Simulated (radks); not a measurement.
Values are calculated unless marked as measured or tabulated.
The europium ion Eu9+, 54 electrons, occupied as [Kr] 4d10 4f3 5s2 5p3 (not the ground configuration). Code: a radial shooting solver on a logarithmic mesh with Libxc functionals. Model: non-relativistic Kohn-Sham, PBE, spin-polarised, spherical densities, point nucleus; open shells are filled with parallel spins first (spin-orbit coupling, left out, can overturn this in heavy ions); relativity is left out, which matters for an element this heavy. Some entries of the table are withheld. Estimate them.

orbital,occ.,eigenvalue (eV),<r> (bohr),<r^2> (bohr^2)
1s up,1,-45710.45,0.02408,0.0007753
1s down,1,-45710.14,0.02408,0.0007753
2s up,1,-7388.005,0.1026,0.01236
2s down,1,-7387.799,0.1026,0.01236
2p up,3,-7030.167,0.08708,0.009198
2p down,3,-7029.864,0.08707,0.009197
3s up,1,-1751.960,0.2655,0.08033
3s down,1,-1749.915,0.2653,0.08022
3p up,3,-1593.521,0.2553,0.07533
3p down,3,-1591.591,0.2551,0.07522
3d up,5,-1298.169,0.2270,0.06045
3d down,5,-1296.706,0.2268,0.06033
4s up,1,-470.8466,0.5920,0.3946
4s down,1,-467.0213,0.5920,0.3944
4p up,3,-408.8131,0.6043,0.4141
4p down,3,-404.9627,0.6041,0.4136
4d up,5,-298.2233,0.6323,0.4608
4d down,5,-294.2895,0.6315,0.4594
5s up,1,-169.1378,1.260,1.766
5s down,1,-163.6389,1.266,1.783
4f up,3,(1),0.7058,0.5958
4f down,0,(2),0.7027,0.5903
5p up,3,-148.1611,1.335,1.986
5p down,0,-142.8061,1.345,2.020

Answer. 
(1) 4f up eigenvalue (eV): -162.0709
(2) 4f down eigenvalue (eV): -157.7882
